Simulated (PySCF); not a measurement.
F₃In, SMILES [F][In-]([F])[F], charge -1, multiplicity 2.

The structure is a stationary point at B3LYP-D3(BJ)/def2-SVPD. The def2 effective core potentials stand for the cores of In; spin–orbit coupling is left out.

Two levels are set side by side: PBE/def2-TZVPD (PySCF) and CAM-B3LYP/def2-TZVPD (PySCF). Same geometry, gas phase. Differences are taken from unrounded values.

| quantity | CAM-B3LYP | PBE | PBE minus CAM-B3LYP |
|---|---|---|---|
| α-spin orbital gap (eV) | 7.17 | 3.84 | -3.33 |
| β-spin orbital gap (eV) | 8.39 | 3.34 | -5.05 |
| mean polarisability (bohr³) | 55.1 | 64.3 | 9.1 |

Loosely held outer electrons make PBE densities more polarisable. Differences between two approximate levels are no errors against the true value.

Rough cost on one machine, each run with all the roots and properties that it gave: CAM-B3LYP against PBE within a factor of 2.
